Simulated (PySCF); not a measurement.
Species: methyl(difluoro)silyl chloride, CH₃ClF₂Si.
Cartesian coordinates in Å at the PBE0-D3(BJ)/def2-TZVP level; atoms count from 1:
```
atom  x, y, z in Å
C1    -0.9828   -0.2200   -0.0302
Si2    0.7917    0.2218    0.0742
F3     1.3789   -0.1123    1.5053
F4     1.0005    1.7751   -0.1436
Cl5    1.9177   -0.7548   -1.3029
H6    -1.1203   -1.2911    0.1262
H7    -1.3798    0.0411   -1.0130
H8    -1.5495    0.3221    0.7300
```

Computed with PySCF at wB97X-D/pcSseg-2, non-relativistic, on one gas-phase PBE0-D3(BJ)/def2-TZVP geometry that isn't relaxed in the solvent. The solvent is an IEF-PCM continuum (Bondi radii, 1.10 Å for H, scaled by 1.2). The model holds no explicit solvent molecules, cavitation or dispersion.

Gas phase at wB97X-D/pcSseg-2: HOMO -11.59 eV, LUMO 2.05 eV, dipole 2.36 D.

Q: What does the continuum do to the energy, the frontier levels and the dipole at wB97X-D/pcSseg-2 in chloroform?

A: 
| solvent | ε | E(solvent) − E(gas) (kcal/mol) | polarisation term (kcal/mol) | distortion of the solute (kcal/mol) | HOMO (eV) | LUMO (eV) | dipole (D) |
| --- | --- | --- | --- | --- | --- | --- | --- |
| chloroform | 4.711 | -2.30 | -2.49 | 0.19 | -11.49 | 2.34 | 2.73 |

Polarisation term: ½ Σ q·V over the induced surface charges. Distortion: the rise of the solute's own energy as its density leaves the gas-phase optimum.

Q: Which radius a makes the point-dipole formula ΔE = −[(ε − 1)/(2ε + 1)]·μ²/a³ give the value in chloroform, with the gas-phase dipole?

A: μ = 0.929 au and |ΔE| = 0.00366 Eh give a = 2.32 Å; the farthest nucleus lies 2.43 Å from the centroid of the nuclei, so such a sphere wouldn't even hold the nuclei. The formula assumes a rigid point dipole at the centre of a sphere.

Q: Give the dipole vector in the frame of the coordinates (D, pointing from negative to positive charge), gas and chloroform.

A: Gas (-2.25, -0.67, -0.25), solvent (-2.61, -0.75, -0.27). Its length changes by +16 % and its direction by less than 1°.

Time: 34 s wall; peak memory 0.95 GiB. Hardware: an Arm Neoverse V1 with one thread, no GPU (shared host). This is the whole shielding run at wB97X-D/pcSseg-2 in chloroform, SCF included.

The pairwise dispersion term of wB97X-D wasn't added to the energies; at a given geometry it leaves orbitals and properties as they are.
